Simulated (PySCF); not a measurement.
Bonds (- single, = double, # triple, : aromatic): C1-C2, C2-C3, C2-C4, C4=C5, C5-Si6, Si6-C7, C7=C8, C8-C4. C1 carries H9, H10, H11; C2 carries H12; C3 carries H13, H14, H15; C5 carries H16; Si6 carries H17, H18; C7 carries H19; C8 carries H20.

PySCF 2.14 calculation with NMR shieldings at PBE0/pcSseg-1/GIAO and structure optimised with GFN2-xTB; relativity neglected, equivalent nuclei averaged, no solvent, a single conformation.

Shifts are taken against calculated references (same method and geometry level): $^{13}$C against TMS.

Question: Do the $^{13}$C shifts follow the atomic charges (in e)? Tabulate both.

Answer: 
```csv
atoms,hybridisation,δ (ppm),σ para (ppm),Hirshfeld,IAO,Mulliken,ESP-fitted
C4,sp2,177.4,-253,+0.01,+0.03,-0.22,+0.07
C8,sp2,154.4,-221,-0.04,-0.14,-0.04,-0.08
C7,sp2,136.7,-209,-0.15,-0.43,-0.36,-0.44
C5,sp2,124.0,-192,-0.16,-0.46,-0.33,-0.50
C2,sp3,40.9,-97,-0.02,-0.10,-0.27,+0.39
C1/C3,sp3,23.5,-85,-0.12,-0.42,-0.20,-0.54
```

Correlation coefficients of δ with charge over these carbons: Hirshfeld +0.18, IAO +0.30, Mulliken +0.11, ESP-fitted +0.02; with the paramagnetic shielding -1.00. Among the 4 sp2 carbons alone: Hirshfeld +0.98, IAO +0.98, Mulliken +0.53, ESP-fitted +0.97. With so few points, grouped by hybridisation, these coefficients are fragile. Charge is one influence among several: hybridisation and low-lying excitations act through the paramagnetic term.

Shifts are as computed. Against solution values, carbons near 30 ppm lie about +3 ppm off and those near 130 ppm about +5 ppm. Of 1211 compounds with measured shifts, 218 miss one by over three times the rms of a fit or turn the order of signals round; such compounds aren't used in these exercises.
